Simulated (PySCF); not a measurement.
Electron correlation in Pb (lead, neutral)

[Xe] 4f14 5d10 6s1 6p3, high-spin 5S determinant (an excited configuration). All numbers are calculated (PySCF 2.14, scalar relativity by spin-free X2C-1e, in x2c-TZVPPall (11s7p6d3f, 83 functions)). Frozen: [Kr] 4d10 4f14; 22 electrons correlated.

```json
{"level": "CCSD", "correlation energy (mhartree)": "-404.18"}
{"level": "(T)", "correlation energy (mhartree)": "-7.11"}
{"level": "CCSD(T)", "correlation energy (mhartree)": "-411.29"}
```

Diagnostics: T1 = 0.0063, D1 = 0.0218, largest double amplitude 0.041.

Spin-orbit coupling is strong in this species (close to jj coupling), so the high-spin LS determinant is a model state, not a physical level.

Cost of the coupled-cluster step: roughly 40 core-seconds, for 22 correlated electrons.

Iterations:

```
CC2 = 0
CCSD nocc = (np.int64(13), np.int64(9)), nmo = (53, 53)
frozen orbitals [[0, 1, 2, 3, 4, 5, 6, 7, 8, 9, 10, 11, 12, 13, 14, 15, 16, 17, 18, 19, 20, 21, 22, 24, 25, 26, 27, 28, 29, 30], [0, 1, 2, 3, 4, 5, 6, 7, 8, 9, 10, 11, 12, 13, 14, 15, 16, 17, 18, 19, 20, 21, 22, 24, 25, 26, 27, 28, 29, 30]]
max_cycle = 100
direct = 0
conv_tol = 1e-08
conv_tol_normt = 1e-06
diis_space = 8
diis_start_cycle = 0
Init t2, MP2 energy = -0.426663392643279
Init E_corr(UCCSD) = -0.426663392659261
cycle = 1  E_corr(UCCSD) = -0.395073664729619  dE = 0.0315897279  norm(t1,t2) = 0.05299
cycle = 2  E_corr(UCCSD) = -0.404125485860398  dE = -0.00905182113  norm(t1,t2) = 0.0125204
cycle = 3  E_corr(UCCSD) = -0.403676828996947  dE = 0.000448656863  norm(t1,t2) = 0.00438174
cycle = 4  E_corr(UCCSD) = -0.404164179125571  dE = -0.000487350129  norm(t1,t2) = 0.00147034
cycle = 5  E_corr(UCCSD) = -0.404188927925331  dE = -2.47487998e-05  norm(t1,t2) = 0.000177931
cycle = 6  E_corr(UCCSD) = -0.404174881256914  dE = 1.40466684e-05  norm(t1,t2) = 4.10618e-05
cycle = 7  E_corr(UCCSD) = -0.404175608570974  dE = -7.2731406e-07  norm(t1,t2) = 5.91498e-06
cycle = 8  E_corr(UCCSD) = -0.404175795064499  dE = -1.86493525e-07  norm(t1,t2) = 1.33654e-06
cycle = 9  E_corr(UCCSD) = -0.404175753409715  dE = 4.16547842e-08  norm(t1,t2) = 3.05201e-07
cycle = 10  E_corr(UCCSD) = -0.404175754742748  dE = -1.33303302e-09  norm(t1,t2) = 5.56121e-08
UCCSD converged
E(UCCSD) = -20880.10669737669  E_corr = -0.4041757547427477
UCCSD(T) correction = -0.00711398326395829
```

This basis was not built for core-valence correlation, so the inner-shell part is incomplete.

Spin-orbit coupling is strong in this species, so the high-spin LS determinant is a model state.
